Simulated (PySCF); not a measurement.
Work out the structure from these simulated measurements.

Formula: C7H17N.

| Item | Value |
| --- | --- |
| Dipole | 0.93 D [PBE0/pcSseg-1] |
| 13C NMR | chemical shifts (computed TMS as zero) by class: 51.3 (1 C), 46.7 (1 C), 33.0 (3 C), 28.3 (2 C) ppm [GIAO PBE0/pcSseg-1] |
| Rotational structure | rotational constants A, B, C: 2.990, 1.296, 1.165 GHz [GFN2-xTB] |
| NMR, other nuclei | isotropic shieldings of nuclei other than C and H, by class: 168 (1 N) ppm [GIAO PBE0/pcSseg-1] |
| 1H NMR | chemical shifts (computed TMS as zero) by class: 3.22 (1 H), 1.18 (9 H), 1.10 (6 H), 0.44 (1 H) ppm [GIAO PBE0/pcSseg-1] |

Electronic properties: PySCF, gas phase, density fitting. Levels stand in brackets. Geometry: GFN2-xTB, one conformer, isolated molecule. GFN2-xTB frequencies show an imaginary mode (43i cm⁻¹), so this geometry is no minimum at that level. NMR classes are plain means over equivalent atoms (diastereotopic ones count apart unless rotation or inversion swaps them), as if these changed places fast.

Question: Propose a structure and show how it fits.

Answer: Numbering: `[CH3:1][CH:2]([CH3:3])[NH:4][C:5]([CH3:6])([CH3:7])[CH3:8]`. Its formula, C7H17N, gives 0 degrees of unsaturation, so no ring and no π bond. 7 carbons fall into 4 classes; from least to most shielded: sp3 carbon bound to nitrogen [C5] (51.3 ppm), sp3 carbon bound to nitrogen [C2] (46.7 ppm), methyl carbon [C6/C7/C8] (33.0 ppm, 3 C, up to 8.2 ppm apart in this geometry), methyl carbon [C1/C3] (28.3 ppm, 2 C). Hydrogen classes from least to most shielded: 1 H on an sp3 carbon bound to nitrogen, C2 (3.22 ppm), 9 H on 3 methyl carbons, C6/C7/C8 (1.18 ppm, a mean of values up to 1.0 ppm apart in this geometry), 6 H on 2 methyl carbons, C1/C3 (1.10 ppm, a mean of values up to 0.7 ppm apart in this geometry), 1 H on a secondary amine nitrogen, N4 (0.44 ppm). The other shieldings belong to: 168 ppm, secondary amine nitrogen [N4]. The optimised geometry has point group C1 and is an asymmetric top. Structure: N-tert-butylisopropylamine (`CC(C)NC(C)(C)C`). Computed isomers that give other values at the same levels: `CC(C)C(N)C(C)C` (13C chemical shifts (computed TMS as zero) by class: 66.3 (1 C), 33.7 (2 C), 22.1 (2 C), 18.9 (2 C) ppm); `CCC[C@H](C)N(C)C` (13C chemical shifts (computed TMS as zero) by class: 62.7 (1 C), 41.9 (1 C), 41.2 (2 C), 24.9 (1 C), 17.0 (1 C), 12.1 (1 C) ppm); `CCCNCC(C)C` (13C chemical shifts (computed TMS as zero) by class: 63.5 (1 C), 59.0 (1 C), 34.6 (1 C), 28.9 (1 C), 23.0 (2 C), 14.3 (1 C) ppm). The assignments are read from this structure; whether some other isomer fits the data as well wasn't checked.

The values belong to the conformer `[CH3:1][CH:2]([CH3:3])[NH:4][C:5]([CH3:6])([CH3:7])[CH3:8]`: C1–C2–N4–C5 -78°, C2–N4–C5–C6 82°.
